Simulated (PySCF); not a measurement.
SMILES CO[Te]OC (CAM-B3LYP/def2-SVP optimised geometry):

```
11

Te    -1.732    -1.864     0.000
O     -1.997     0.097     0.000
C     -1.753     0.805    -1.196
H     -2.390     0.459    -2.030
H     -1.980     1.864    -1.000
H     -0.699     0.728    -1.513
O      0.248    -1.864     0.000
C      0.917    -1.532     1.197
H      0.661    -2.214     2.028
H      1.997    -1.614     1.000
H      0.700    -0.499     1.518
```

Calculation: CAM-B3LYP/def2-TZVP, def2 effective core potentials past Kr (PySCF).

**Question.** What are the frontier orbital energies and the dipole moment?

**Answer.** HOMO-2 -9.55 eV, HOMO-1 -9.52 eV, HOMO -7.45 eV, LUMO -0.63 eV, LUMO+1 0.00 eV; dipole moment 0.30 D.
